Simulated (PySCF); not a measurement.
A structure optimised at PBE-D3(BJ)/def2-SVP, used in a PySCF frequency run:

```xyz
13

O      1.4298     1.4265     0.0000
B      0.1262     1.0113     0.0000
O     -0.9028     1.9159     0.0000
C     -0.1934    -0.5284     0.0000
F     -1.5767    -0.7631     0.0000
C      0.6336    -1.5447     0.7537
C      0.6336    -1.5447    -0.7537
H      1.4867     2.3997     0.0000
H     -1.7493     1.4268     0.0000
H      0.0616    -2.3406     1.2556
H      1.5200    -1.1833     1.2977
H      0.0616    -2.3406    -1.2556
H      1.5200    -1.1833    -1.2977
```

Problem. Write its SMILES, formula and point group.

Solution. OB(O)C1(F)CC1, C3H6BFO2, Cs

Problem. What are its rotational constants (standard atomic weights)?

Solution. 3.7986, 2.3383, 1.6369 GHz
